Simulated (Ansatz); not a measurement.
benzothiadiazole (C6H4N2S), singlet, geometry from GFN2-xTB; BLYP/STO-3G (Ansatz, an electronic-structure program).

Here is a job for Ansatz.
Ansatz 0.2 input:
```yaml
crystal:
  periodic: [false, false, false]
  atoms:
    - {symbol: C, position_ang: [-2.33108499, 0.87284671, 0.24320461]}
    - {symbol: C, position_ang: [-2.43498668, -0.53419263, 0.20110981]}
    - {symbol: C, position_ang: [-1.33512772, -1.33497643, 0.07212098]}
    - {symbol: C, position_ang: [-0.07704506, -0.71608446, -0.01923327]}
    - {symbol: N, position_ang: [1.11496258, -1.30186736, -0.14870188]}
    - {symbol: S, position_ang: [2.24198376, -0.15930456, -0.20900771]}
    - {symbol: N, position_ang: [1.29459034, 1.13065614, -0.07592737]}
    - {symbol: C, position_ang: [0.02896458, 0.71950082, 0.02371555]}
    - {symbol: C, position_ang: [-1.12505855, 1.50978541, 0.15722854]}
    - {symbol: H, position_ang: [-3.23579155, 1.45347413, 0.34644834]}
    - {symbol: H, position_ang: [-3.41555314, -0.98086164, 0.27361962]}
    - {symbol: H, position_ang: [-1.40501159, -2.41033539, 0.03908595]}
    - {symbol: H, position_ang: [-1.03622381, 2.58379781, 0.18849688]}
basis:
  gaussian:
    orbitals: STO-3G
hamiltonian:
  xc: blyp
accuracy: high
```

Problem. Predict the main parts of the log of this Ansatz run.

Solution. 
```
Functional definition: BLYP
1222 factors; integrals over basis functions are off by at most 1.0e-8 eV
mean field evaluation 1: about -19853.6904 eV, gradient 4.0e1 eV
mean field evaluation 2: about -19847.2601 eV, gradient 5.5e1 eV
mean field evaluation 4: about -19859.3945 eV, gradient 7.3e0 eV
mean field evaluation 8: about -19859.3923 eV, gradient 2.6e-1 eV
mean field evaluation 16: about -19859.3926 eV, gradient 4.2e-5 eV
mean field -19859.39263415 eV, -729.8192181251 hartree, gradient 7.3e-8 eV, S^2 0.000000; 0 other end points of the search recorded, 0 dependent functions left out
reference -19859.39268593 eV, -729.8192200280 hartree; 35, 35 occupied and 18, 18 virtual orbitals, 1222 factors
Total energy: -19859.39268593 eV, -729.8192200280 hartree
```
